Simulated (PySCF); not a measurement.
CCl2, neutral, multiplicity 1. Atoms are numbered in the order given.

```xyz
3

Cl     0.0000    -1.3947     0.1479
C      0.0000     0.0000    -0.8381
Cl     0.0000     1.3947     0.1479
```

Coordinates come from a PBE0-D3(BJ)/def2-TZVP optimisation. The isomer is the one that the SMILES or the coordinates give; other isomers of the formula were not compared.

Level of theory: r2SCAN/def2-TZVPD (PySCF).

Symmetry labels are those of the subgroup C2v that the program uses (full group C2v).

Computed valence orbital energies around the gap with their symmetry:
```json
[
 {"orbital": "HOMO−7", "symmetry": "B2", "energy (eV)": "-22.47"},
 {"orbital": "HOMO−6", "symmetry": "A1", "energy (eV)": "-15.85"},
 {"orbital": "HOMO−5", "symmetry": "B2", "energy (eV)": "-12.30"},
 {"orbital": "HOMO−4", "symmetry": "B1", "energy (eV)": "-10.87"},
 {"orbital": "HOMO−3", "symmetry": "A1", "energy (eV)": "-10.71"},
 {"orbital": "HOMO−2", "symmetry": "A2", "energy (eV)": "-9.16"},
 {"orbital": "HOMO−1", "symmetry": "B2", "energy (eV)": "-8.38"},
 {"orbital": "HOMO", "symmetry": "A1", "energy (eV)": "-6.48"},
 {"orbital": "LUMO", "symmetry": "B1", "energy (eV)": "-4.26"},
 {"orbital": "LUMO+1", "symmetry": "A1", "energy (eV)": "-0.95"},
 {"orbital": "LUMO+2", "symmetry": "B2", "energy (eV)": "0.33"},
 {"orbital": "LUMO+3", "symmetry": "A1", "energy (eV)": "0.78"}
]
```
